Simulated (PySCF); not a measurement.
C6H10BOP.
InChI=1S/C6H10BOP/c7-9(3-4-9)6-1-2-8-5-6/h1-2,5H,3-4H2,7H3

Torsions of this conformer, `[BH3-:1][P+:2]1([c:3]2[cH:4][cH:5][o:6][cH:7]2)[CH2:8][CH2:9]1`: B1–P2–C3–C4 32°.

The closed-shell ground state was solved at several levels (PySCF, density fitting, gas phase, non-relativistic). Geometry: PBE0-D3(BJ)/def2-SVP, one conformer, isolated molecule.

```csv
level,basis functions,total energy (Eh),HOMO (eV),LUMO (eV),gap (eV),dipole (D)
mPW1PW91/pcSseg-1,210,-675.9014,-7.25,-0.74,6.51,4.57
CAM-B3LYP/def2-SVPD,267,-675.5064,-8.50,0.30,8.80,4.52
```

(1) Estimate the row for PBE0/pcSseg-1, a basis of 210 functions; the other rows only guide the guess.

(2) How far do the dipole and the HOMO energy spread over the levels?

## Answers

(1) Total energy -675.4383 Eh, HOMO -7.23 eV, LUMO -0.72 eV, gap 6.51 eV, dipole 4.59 D.

(2) The dipole runs from 4.52 to 4.59 D (mean 4.56 D) and the HOMO from -8.50 to -7.23 eV.
